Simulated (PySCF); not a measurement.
In(Cl)(Br)(Me) (CH3BrClIn), SMILES [CH3][In]([Br])[Cl].

Coordinates come from a PBE-D3(BJ)/def2-SVP optimisation. The structure was generated by enumeration; whether it is a known compound was not checked. The def2 effective core potentials stand for the cores of In; spin–orbit coupling is left out.

All values below come from PBE/def2-TZVP in PySCF.

Computed frontier levels, gap, dipole moment and polarisability:
```json
{
  "highest_occupied_level": "-6.95 eV",
  "lowest_empty_level": "-2.84 eV",
  "orbital_gap": "4.11 eV",
  "dipole_moment": "3.62 D",
  "quadrupole, principal values (traceless, Buckingham form, about the centre of nuclear charge)": "-10.27, 4.60, 5.67 D·Å",
  "mean_static_polarisability": "86.6 bohr³ (12.83 Å³)",
  "polarisability_principal_values": "57.9, 95.6, 106.3 bohr³"
}
```
